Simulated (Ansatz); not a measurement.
Geometry optimisation, Ansatz, RKS B3LYP-D4/def2-SVP.

Input file:

```yaml
crystal:
  periodic: [false, false, false]
  atoms:
    - { symbol: O, position_ang: [-0.4809, 0.4787, 2.0674] }
    - { symbol: C, position_ang: [-0.2294, 0.2465, 0.9124] }
    - { symbol: C, position_ang: [0.6088, 0.9226, 0.0261] }
    - { symbol: Si, position_ang: [-0.599, -1.0057, -0.1497] }
    - { symbol: H, position_ang: [-0.88314, -1.44108, 1.19317] }
    - { symbol: H, position_ang: [0.2004, 1.4677, -0.7973] }
    - { symbol: H, position_ang: [-1.428, -0.648, -1.3547] }
    - { symbol: H, position_ang: [0.427, -1.9615, -0.5565] }
basis:
  gaussian: { orbitals: def2-SVP }
hamiltonian:
  xc: b3lyp
  dispersion: d4
relax:
  f_tol: 0.02
  max_steps: 50
output:
  orbitals: {}
```

Command:

```bash
$ ansatz run input.yaml --threads 1 --pin off --max-ram 2048MiB --backend cpu --events-out ev --progress --plain --runs-dir out
```

Q: Where does it end, and by what steps?

A: It converged. After 12 steps the energy has fallen by 5.714 eV; O1 moved furthest, 0.94 Å. The start is strongly strained (largest force component 11 eV/Å), so its close contacts needn't be bonds. Parted: C2–Si4.

| step | energy less start (eV) | largest force component (eV/Å) | accepted |
| --- | --- | --- | --- |
| 0 | 0.0000 | 10.944 | yes |
| 1 | -1.6953 | 7.460 | yes |
| 2 | -3.2670 | 4.118 | yes |
| 3 | -4.4332 | 1.875 | yes |
| 4 | -4.9169 | 2.837 | yes |
| 5 | -5.3521 | 1.346 | yes |
| 6 | -5.5888 | 1.012 | yes |
| 7 | -5.6750 | 0.166 | yes |
| 8 | -5.7039 | 0.569 | yes |
| 9 | -5.6845 | 0.476 | no |
| 10 | -5.7132 | 0.160 | yes |
| 11 | -5.7136 | 0.031 | yes |
| 12 | -5.7138 | 0.006 | yes |

```xyz
8
Properties=species:S:1:pos:R:3
O -0.210 1.264 2.498
C -0.086 0.944 1.386
C 0.038 0.545 0.136
Si -0.537 -1.140 -0.419
H -1.112 -1.849 0.759
H 0.496 1.252 -0.564
H -1.575 -1.022 -1.485
H 0.600 -1.934 -0.971
```

The run took 27 s on 1 thread of Intel(R) Xeon(R) 6975P-C (Granite Rapids), on a shared host, peak memory 0.25 GiB.
